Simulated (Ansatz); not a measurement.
Coupled-cluster diagnostics for GeMe2 (C₂H₆Ge), Ansatz.

Geometry of the singlet (PBE-D4/def2-TZVP):

```xyz
9

Ge   -1.174   -0.180    0.735
C     0.086   -1.476   -0.154
H     1.086   -1.376    0.302
H     0.197   -1.219   -1.221
H    -0.243   -2.519   -0.065
C    -0.146    1.466    0.194
H    -0.129    1.529   -0.908
H     0.903    1.383    0.522
H    -0.580    2.391    0.595
```

Correlated methods freeze 11 core orbitals; core or outer-core shells of Ge are correlated, in sets that lack core-valence functions.

Problem. Estimate the CCSD(T) correlation energy, the shares of MP2 and (T), T1 and the reference's ⟨S²⟩ for: charge 0, singlet, own geometry in def2-TZVPP; and the rough time on 4 threads of Arm Neoverse V2 on a shared host.

Solution. 
```csv
state,basis,correlation (eV),MP2 share (%),(T) share (%),T1,⟨S²⟩ (pure),wall time,remarks
"charge 0, singlet, own geometry",def2-TZVPP,-17.773,91.3,3.7,0.011,0.00 (0.00),43 s,restricted SCF unstable
```
Customary marks for T1 are 0.02 (closed shells), 0.045 (open shells) and about 0.05 (3d metals). T1 stays under 0.02 throughout.
